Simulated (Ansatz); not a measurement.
A nudged elastic band was laid between two geometries of BClFH + BrH (6 atoms, charge 0, multiplicity 1).

Computed with RHF/def2-SVP in Ansatz 0.2.0.

```json
{"movable images": "7", "climbing image": "yes", "spring": "5.0 eV/Å²", "optimiser": "quadratic models (default)", "start path": "through a guess of the saddle point", "force threshold": "0.03 eV/Å", "iteration limit": "60", "end points": "relaxed"}
```

First end point:

```xyz
6
Properties=species:S:1:pos:R:3
B -0.061 0.459 -0.210
F -0.132 0.479 1.094
H 0.980 0.257 -0.747
Cl -1.519 0.752 -1.135
Br -0.146 -3.156 1.357
H -0.147 -2.049 2.229
```

Last end point:

```xyz
6
Properties=species:S:1:pos:R:3
B -0.081 -0.538 -0.540
F -0.060 0.098 2.219
H 0.981 -0.015 -0.570
Cl -1.519 0.337 -0.995
Br -0.181 -2.408 -0.090
H -0.165 -0.731 2.563
```

(1) Which bonds break or form, and what moves?

(2) What energy profile does the band end with?

(3) What is the geometry of the highest image?

(4) What are the harmonic wavenumbers there?

The band took 41 iterations and roughly 7 core-minutes.

Results:

(1) Bonds broken: B1–F2, Br5–H6. Bonds formed: B1–Br5, F2–H6. BClFH + BrH becomes BBrClH + FH.

(2) The forces met the threshold. The highest image is number 5 of 0 to 8, 197.8 kJ/mol above the first end and 111.7 kJ/mol above the last; the last end lies 86.1 kJ/mol above the first. A vibrational analysis at the climbing image gives one clearly imaginary mode, 1414i cm⁻¹: a first-order saddle point. The orbitals stay closed-shell, which can raise the energy where a bond breaks towards radicals; this wasn't checked here.

```
image  path coordinate (Å)  energy (kJ/mol)  B1–F2 (Å)  Br5–H6 (Å)  B1–Br5 (Å)
    0                 0.00              0.0       1.31        1.41        3.94
    1                 0.42              1.0       1.31        1.41        3.64
    2                 0.84              6.2       1.31        1.41        3.35
    3                 1.26             25.9       1.32        1.41        2.99
    4                 1.68             96.1       1.36        1.46        2.59
    5                 2.10            197.8       1.51        1.72        2.32
    6                 2.64            129.9       1.90        2.18        2.03
    7                 3.18             92.9       2.44        2.62        1.94
    8                 3.73             86.1       2.83        3.14        1.93
```

(3) 
```xyz
6
Properties=species:S:1:pos:R:3:forces:R:3
B -0.075 -0.184 0.013 0.00 0.00 0.00
F -0.116 0.071 1.501 0.00 0.00 0.00
H 1.003 -0.030 -0.443 0.00 0.00 0.00
Cl -1.541 0.346 -0.792 0.00 0.00 0.00
Br -0.150 -2.420 0.640 0.00 0.00 0.00
H -0.145 -1.039 1.668 0.00 0.00 0.00
```

(4) 1414i, 150, 343, 346, 500, 771, 861, 892, 1029, 1170, 1611, 2897 cm⁻¹.

Run time: 7.3 min on 1 thread of Arm Neoverse V1, on a shared host, peak memory 0.16 GiB.
